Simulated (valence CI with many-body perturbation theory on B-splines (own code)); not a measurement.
## Sensitivity of CI+MBPT for Eu³⁰⁺

Calculated by relativistic CI+MBPT: five valence electrons over a frozen Dirac-Fock core [Ar] 3d10, a basis of 6 s, 6 p, 5 d, 3 f, 1 g functions for each j, with the one-electron correlation potential Σ1 (screened to all orders), the two-electron term Σ2, the three-electron term Σ3, Breit, model QED; selected single and double excitations, second order for the rest, scaled by the run's own slope (own B-spline code, finite nucleus).

The last digits are not significant, and no measured levels were compared; by estimate large intervals hold to a few tenths of a per cent, small ones and those within an open d or f shell to about a per cent. Among the levels kept, up to 410 cm⁻¹ of a level comes from second order outside the variational space, and about a tenth of that is noise between levels of different J, which matters for small intervals.

The reference run has the lowest level (4s^2 4p1/2^2 4p3/2) J=3/2 and an ionisation energy of 1168.35 eV. Its largest variational space holds 10000 state functions.

Levels are named by their leading jj configuration (3d3/2^4 stands for four electrons in 3d with j = 3/2), which in mixed levels can hold well under half, so a name can repeat and another be missing. Letters in brackets count levels of one name in rising energy.

Changed runs:
A. correlating orbitals by l 3 3 3 2 1 → 2 1 2 4 3; size limit of the variational space 10000 → 1500; second order for the rest on → off
B. Breit term on → off
C. correlating orbitals by l 3 3 3 2 1 → 1 4 1 0 3
D. logarithmic knot step 0.27 → 0.8 (bad on purpose)

Excitation energies of the reference run in cm⁻¹, and shifts in cm⁻¹:

```tsv
Level	Reference	A	B	C	D
(4s^2 4p1/2 4p3/2^2) J=3/2	281905	+354	+3827	-94	-103
(4s^2 4p1/2 4p3/2^2) J=5/2	316205	+269	+4069	+86	-103
(4s^2 4p1/2 4p3/2^2) J=1/2	359387	-466	+3794	+232	-104
(4s^2 4p3/2^3) J=3/2	646612	-7.2	+7711	+146	-209
(4s 4p1/2^2 4p3/2^2) J=5/2	842868	+1262	+741	-401	-412
(4s^2 4p1/2^2 4d3/2) J=3/2	902659	+1129	+1412	-94	+35
(4s 4p1/2^2 4p3/2^2) J=1/2	944776	+131	+662	-67	-438
(4s 4p1/2^2 4p3/2^2) J=3/2	984202	+1310	+1498	+85	-84
(4s^2 4p1/2^2 4d5/2) J=5/2	1043140	+1481	+3744	+101	+361
(4s 4p1/2 4p3/2^3) J=3/2 [a]	1147620	+885	+4490	-342	-422
(4s 4p1/2 4p3/2^3) J=5/2	1186150	+1888	+5135	-189	-263
(4s^2 4p1/2 4p3/2 4d3/2) J=3/2 [a]	1198950	+1394	+5636	-130	+110
Ionisation energy (eV)	1168.35	-0.14	+0.70	-0.08	+0.026
```
